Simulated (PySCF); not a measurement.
CH₇BOSi, SMILES [SiH3]OBC.

Geometry: B3LYP-D3(BJ)/def2-SVP. This is a generated structure with no PubChem entry under its InChIKey; it may be hypothetical. Other conformers were not sampled.

The numbers are results of B3LYP/def2-TZVP (PySCF), not measurements.

```yaml
total_energy: -432.06676 hartree
point_group: Cs
highest_occupied_level: -8.02 eV
lowest_empty_level: -0.26 eV
orbital_gap: 7.76 eV
dipole_moment: 0.088 e·Å
quadrupole, principal values (traceless, Buckingham form, about the centre of nuclear charge): -3.02, 0.92, 2.10 D·Å
mean_static_polarisability: 56.6 bohr³ (8.39 Å³)
polarisability_principal_values: 48.4, 53.6, 68.0 bohr³
```
